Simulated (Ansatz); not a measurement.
Reactions of `C[N](C)[Y]([OH])[O][SiH3]`.

Calculated with Ansatz (gas phase, PBE0-D4/def2-TZVP geometries, no zero-point term in ΔE). CBS: MP2 limit from def2 TZ/QZ plus the TZ coupled-cluster correction, frozen cores. This one scheme is used for every species. DFT in def2-TZVPP. def2 core potentials past Kr. For Sn, Y outer-core shells are correlated without core-valence functions, which leaves a few kJ/mol of doubt a bond. One conformer a species, not always the lowest.

```
                                                                                                 reaction  ωB97M-V (kcal/mol)
                                     `C[N](C)[Y]([OH])[O][SiH3]` + H₂O → `C[N](C)[Y]([OH])[OH]` + silanol                 6.4
                                          `C[N](C)[Y]([OH])[O][SiH3]` → `C[N](C)[Y]([OH])[OH]` + `[SiH2]`                81.9
                         `C[N](C)[Y]([OH])[O][SiH3]` + `CC(O)O` → `CC(O)O[SiH3]` + `C[N](C)[Y]([OH])[OH]`                 8.5
`C[N](C)[Y]([OH])[O][SiH3]` + `[NH2][SnH]([OH])[F]` → `[NH2][SnH]([F])[O][SiH3]` + `C[N](C)[Y]([OH])[OH]`                 2.7
       `C[N](C)[Y]([OH])[O][SiH3]` + `O[SiH](O)[SiH3]` → `O[SiH]([SiH3])O[SiH3]` + `C[N](C)[Y]([OH])[OH]`                 2.9
                               `C[N](C)[Y]([OH])[O][SiH3]` + `C=N` → `N=C[SiH3]` + `C[N](C)[Y]([OH])[OH]`                30.0
                               `C[N](C)[Y]([OH])[O][SiH3]` + `OBF` → `FBO[SiH3]` + `C[N](C)[Y]([OH])[OH]`                 6.8
                     `C[N](C)[Y]([OH])[O][SiH3]` + `N[SiH2]F` → `F[SiH2]N[SiH3]` + `C[N](C)[Y]([OH])[OH]`                14.4
```

(1) Give the CCSD(T)/CBS values in the same order. (An estimate is asked.)

Largest T1 diagnostic: 0.014, for `[SiH2]`.

Results:

(1) Computed: 7.9, 83.8, 9.1, 2.7, 3.2, 30.8, 7.2, 14.9 kcal/mol.
